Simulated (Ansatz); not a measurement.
C2H8SeSi, SMILES `C[Se]C[SiH3]`, relaxed with RKS PBE0-D4/def2-TZVP in Ansatz 0.2.0 from a PBE-D4/def2-SVP geometry. The force threshold is 0.005 eV/Å; the program also tests the step.

The species carries charge 0 and has multiplicity 1.

Start:

```xyz
12

C    -2.139    0.110    1.195
Se   -0.874   -1.056    0.255
C     0.453    0.323   -0.195
Si    1.933   -0.410   -1.135
H    -2.979   -0.531    1.525
H    -2.526    0.895    0.517
H    -1.663    0.570    2.082
H     0.817    0.799    0.740
H    -0.027    1.105   -0.820
H     2.909    0.691   -1.454
H     1.475   -1.046   -2.418
H     2.623   -1.448   -0.293
```

| step | energy (eV) | largest force (eV/Å) | largest move (Å) |
| --- | --- | --- | --- |
| 1 | -75419.0514 | 0.575 | 0.000 |
| 2 | -75419.0959 | 0.164 | 0.032 |
| 3 | -75419.0994 | 0.039 | 0.016 |
| 4 | -75419.0996 | 0.015 | 0.005 |
| 5 | -75419.0996 | 0.015 | 0.005 |
| 6 | -75419.0996 | 0.003 | 0.002 |

End:

```xyz
12

C    -2.119    0.107    1.182
Se   -0.856   -1.037    0.251
C     0.455    0.330   -0.190
Si    1.909   -0.406   -1.121
H    -2.944   -0.528    1.505
H    -2.498    0.877    0.510
H    -1.648    0.560    2.053
H     0.811    0.792    0.734
H    -0.023    1.097   -0.804
H     2.877    0.676   -1.445
H     1.446   -1.035   -2.385
H     2.589   -1.431   -0.288
```

Run time 25 s (4 threads of an Intel Xeon on a shared host); peak host memory 0.59 GiB.
